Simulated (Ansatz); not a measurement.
Reaction (formal exchange of groups at a B–C bond): `B[CH](C)[ZnH]` + `[SiH3]CS` → `B[SiH2]CS` + `C[CH2][ZnH]`

Calculated with Ansatz (gas phase, PBE0-D4/def2-TZVP geometries, no zero-point term in ΔE). CBS: MP2 limit from def2 TZ/QZ plus the TZ coupled-cluster correction, frozen cores. Functionals use def2-TZVPP. B3LYP here is the variant with VWN-RPA as its local correlation; programs differ in this. For Zn outer-core shells are correlated without core-valence functions, which leaves a few kJ/mol of doubt a bond. Scalar relativity is left out up to krypton. Each species was taken in one conformer, which may not be the lowest.

```tsv
level	ΔE (kJ/mol)
r2SCAN-D4	90.6
ωB97M-V	90.2
PBE	85.9
PBE0	85.5
B3LYP	81.0
HF/def2-TZVPP	69.5
CCSD(T)/def2-TZVPP	88.7
MP2/CBS(def2)	93.4
```

(1) What does CCSD(T)/CBS give? (Estimate.)

Largest T1 diagnostic among the species: 0.014.

Results:

(1) The calculation gave: +87.2 kJ/mol. The listed levels differ from it by 3.4, 3.0, -1.3, -1.7, -6.2, -17.7, 1.5, 6.2 kJ/mol.

In def2-TZVPP, CCSD(T) changes the Hartree–Fock value by +19.2 kJ/mol (the triples alone add +5.1 kJ/mol) and MP2 by +25.4 kJ/mol. The D4 term adds +3.4 kJ/mol with B3LYP and +1.6 kJ/mol with PBE0; it sums over pairs of atoms, weighted by their polarisabilities, and B3LYP, whose exchange is more repulsive, gets the larger term.
